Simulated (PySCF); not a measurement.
Job file and geometry (Å, from PBE0-D3(BJ)/def2-SVP) of an NMR shielding run on SMILES CS[Si@@H](O[SiH3])c1ccco1, C$_{5}$H$_{10}$O$_{2}$SSi$_{2}$, GIAO mPW1PW91/pcSseg-1 NMR shielding, non-relativistic, gas phase (PySCF 2.14.0, density-fitted response routines); density fitting, a coarse starting grid and PySCF grid level 2 are the driver's defaults:

```
$ OMP_NUM_THREADS=1 python probes_run.py task.json out

{"job": {"kind": "nmr", "xc": "mPW1PW91", "basis": "pcSseg-1", "pop": false}, "charge": 0, "multiplicity": 1}
C     -3.282598    -1.628098    -0.373731
S     -1.609037    -1.672470     0.348484
Si    -0.705114    -0.034373    -0.666956
O     -1.101783     1.461664    -0.082019
Si    -0.641058     2.503616     1.134614
C      1.115710    -0.292731    -0.400931
C      1.909250    -1.402049    -0.253894
C      3.241093    -0.934126    -0.051202
C      3.162548     0.427899    -0.087046
O      1.897327     0.823116    -0.296836
H     -3.246373    -1.697474    -1.469968
H     -3.820364    -2.500943     0.019302
H     -3.820005    -0.717826    -0.075367
H     -1.156087    -0.051472    -2.085217
H      0.113103     1.776331     2.198448
H      0.209691     3.590479     0.570966
H     -1.873228     3.101433     1.724222
H      1.565773    -2.434533    -0.281176
H      4.138644    -1.528502     0.105055
H      3.902198     1.217812     0.020621
```

Task: Write the output of this run.

Result: 
```
coarse grid: 18680 points
cycle   1  E = -1323.9227678510  dE =  1.394e+00  |g| = 8.532e-01  |ddm| = 4.239e+00
cycle   2  E = -1323.7023631700  dE =  2.204e-01  |g| = 1.379e+00  |ddm| = 1.767e+00
cycle   3  E = -1324.0545557136  dE = -3.522e-01  |g| = 1.475e-01  |ddm| = 1.267e+00
cycle   4  E = -1324.0587211537  dE = -4.165e-03  |g| = 6.135e-02  |ddm| = 2.142e-01
cycle   5  E = -1324.0595584743  dE = -8.373e-04  |g| = 2.086e-02  |ddm| = 7.368e-02
cycle   6  E = -1324.0596549586  dE = -9.648e-05  |g| = 8.399e-03  |ddm| = 2.428e-02
cycle   7  E = -1324.0596694265  dE = -1.447e-05  |g| = 2.400e-03  |ddm| = 7.509e-03
cycle   8  E = -1324.0596704450  dE = -1.019e-06  |g| = 4.709e-04  |ddm| = 1.681e-03
final grid: 167776 points
cycle   9  E = -1324.1396859517  dE = -2.662e-05  |g| = 9.110e-03  |ddm| = 3.026e-02
cycle  10  E = -1324.1396621866  dE =  2.377e-05  |g| = 1.449e-02  |ddm| = 1.519e-02
cycle  11  E = -1324.1397010034  dE = -3.882e-05  |g| = 1.818e-03  |ddm| = 1.001e-02
cycle  12  E = -1324.1397017748  dE = -7.715e-07  |g| = 2.491e-04  |ddm| = 1.776e-03
cycle  13  E = -1324.1397017851  dE = -1.023e-08  |g| = 1.465e-04  |ddm| = 3.127e-04
cycle  14  E = -1324.1397017898  dE = -4.763e-09  |g| = 2.990e-05  |ddm| = 1.319e-04
cycle  15  E = -1324.1397017900  dE = -1.687e-10  |g| = 1.216e-05  |ddm| = 3.874e-05
converged SCF energy = -1324.1397017900

GIAO shielding tensors (ppm)
atom      isotropic    diamagn.    paramagn.     s11        s22        s33       span
  0 C      169.822     248.999     -79.177    157.323    163.596    188.548     31.225
  1 S      625.119    1062.176    -437.058    540.160    610.528    724.668    184.508
  2 Si     361.420     881.946    -520.525    291.704    390.287    402.270    110.565
  3 O      298.714     401.532    -102.818    267.735    298.031    330.375     62.641
  4 Si     387.184     878.820    -491.636    342.446    359.756    459.350    116.904
  5 C       29.080     259.957    -230.878    -43.070     25.202    105.107    148.176
  6 C       52.306     256.177    -203.870    -46.840     48.458    155.301    202.141
  7 C       66.985     259.813    -192.828    -19.245     62.209    157.990    177.235
  8 C       30.458     250.889    -220.431    -49.945     34.898    106.422    156.367
  9 O       14.919     399.127    -384.208   -128.763    -79.931    253.452    382.216
 10 H       29.237      28.857       0.380     24.055     27.106     36.551     12.496
 11 H       29.269      27.572       1.697     23.624     26.337     37.845     14.221
 12 H       29.047      29.050      -0.003     22.674     27.762     36.704     14.030
 13 H       25.590      30.284      -4.693     22.349     24.389     30.033      7.683
 14 H       26.556      30.550      -3.994     23.623     25.658     30.387      6.763
 15 H       26.243      28.869      -2.626     22.721     24.539     31.468      8.746
 16 H       26.428      28.123      -1.695     22.656     24.736     31.891      9.235
 17 H       24.158      33.325      -9.167     21.088     23.086     28.299      7.212
 18 H       24.728      30.487      -5.758     22.514     25.362     26.309      3.794
 19 H       23.618      29.056      -5.438     20.542     24.315     25.998      5.456
```

Task: Turn these shieldings into chemical shifts. Chemical shifts δ = σref − σ; TMS for $^{13}$C (σ = 183.54 ppm) and $^{29}$Si (σ = 350.83 ppm) and $^{1}$H (σ = 31.32 ppm); $^{33}$S (σ = 492.68 ppm) against CS2; H2O for $^{17}$O (σ = 333.30 ppm), all at this level.

Result: Averaging equivalent atoms: C 5: 154.5; C 8: 153.1; C 6: 131.2; C 7: 116.6; C 0: 13.7; S 1: -132; Si 2: -10.6; Si 4: -36.4; O 9: 318.4; O 3: 34.6; H 19: 7.70; H 17: 7.16; H 18: 6.59; H 13: 5.73; H 14/15/16: 4.91; H 10/11/12: 2.13 ppm. Unscaled 17O shifts of doubly bonded oxygen tend to come out too high, by tens of ppm or more. Experimental scales use liquid or dissolved standards, which lie at an offset from isolated H2O (liquid H2O: subtract about 36 ppm).

Size and cost of the density-fitted run: 241 basis functions, 53 s wall time on 1 thread of an Arm Neoverse V1, shared host; peak memory 1.3 GiB.
